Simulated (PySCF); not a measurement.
# `O[C@H]1C[SiH2][C@H]1CCF`, C₅H₁₁FOSi

Molfile (atoms numbered from 1):
```
C5H11FOSi
     RDKit          3D

 19 19  0  0  0  0  0  0  0  0999 V2000
   -1.4329   -0.9496    1.4561 O   0  0  0  0  0  0  0  0  0  0  0  0
   -1.2814   -0.8893    0.0576 C   0  0  1  0  0  0  0  0  0  0  0  0
   -2.2374    0.1943   -0.4755 C   0  0  0  0  0  0  0  0  0  0  0  0
   -0.7904    1.4179   -0.6987 Si  0  0  0  0  0  4  0  0  0  0  0  0
    0.0721   -0.2695   -0.3928 C   0  0  1  0  0  0  0  0  0  0  0  0
    1.2168   -0.3858    0.6043 C   0  0  0  0  0  0  0  0  0  0  0  0
    2.4569    0.3426    0.1127 C   0  0  0  0  0  0  0  0  0  0  0  0
    2.9485   -0.2538   -1.0254 F   0  0  0  0  0  0  0  0  0  0  0  0
   -0.8242   -1.6061    1.8100 H   0  0  0  0  0  0  0  0  0  0  0  0
   -1.4586   -1.8849   -0.3767 H   0  0  0  0  0  0  0  0  0  0  0  0
   -3.0046    0.4322    0.2556 H   0  0  0  0  0  0  0  0  0  0  0  0
   -2.7277   -0.1147   -1.3950 H   0  0  0  0  0  0  0  0  0  0  0  0
   -0.6232    2.3903    0.3811 H   0  0  0  0  0  0  0  0  0  0  0  0
   -0.6024    2.0229   -2.0156 H   0  0  0  0  0  0  0  0  0  0  0  0
    0.3824   -0.7406   -1.3284 H   0  0  0  0  0  0  0  0  0  0  0  0
    1.4769   -1.4378    0.7655 H   0  0  0  0  0  0  0  0  0  0  0  0
    0.9262    0.0515    1.5614 H   0  0  0  0  0  0  0  0  0  0  0  0
    3.2655    0.3099    0.8508 H   0  0  0  0  0  0  0  0  0  0  0  0
    2.2278    1.3798   -0.1544 H   0  0  0  0  0  0  0  0  0  0  0  0
  1  2  1  0
  2  3  1  0
  3  4  1  0
  4  5  1  0
  5  6  1  0
  6  7  1  0
  7  8  1  0
  5  2  1  0
  1  9  1  0
  2 10  1  6
  3 11  1  0
  3 12  1  0
  4 13  1  0
  4 14  1  0
  5 15  1  6
  6 16  1  0
  6 17  1  0
  7 18  1  0
  7 19  1  0
M  END
```

Method: PySCF 2.14.0, TDDFT CAM-B3LYP/def2-SVPD circular dichroism and optical rotation, one conformer, gas phase. Geometry: GFN2-xTB.

The molecule is flexible and this is one conformer; a measurement averages over conformers.

Task: Draw the ECD and absorption spectra from the lowest 8 states, each a Gaussian of half-width 0.3 eV at 1/e height.

Result: 
| E (eV) | λ (nm) | Δε (L mol⁻¹ cm⁻¹) | ε (L mol⁻¹ cm⁻¹) |
| --- | --- | --- | --- |
| 6.24 | 199 | -0.41 | 20.8 |
| 6.39 | 194 | -2.18 | 125 |
| 6.54 | 190 | -7.30 | 465 |
| 6.69 | 185 | -15.21 | 1080 |
| 6.84 | 181 | -19.27 | 1730 |
| 6.99 | 177 | -13.64 | 2380 |
| 7.14 | 174 | -2.64 | 3460 |
| 7.29 | 170 | +4.10 | 4470 |
| 7.44 | 167 | +1.90 | 4400 |
| 7.59 | 163 | -4.98 | 3970 |
| 7.74 | 160 | -7.07 | 4660 |
| 7.89 | 157 | -0.36 | 5750 |

Δε uses R in velocity form, ε uses f in length form. Only the states computed contribute, so the short-wavelength end is incomplete.
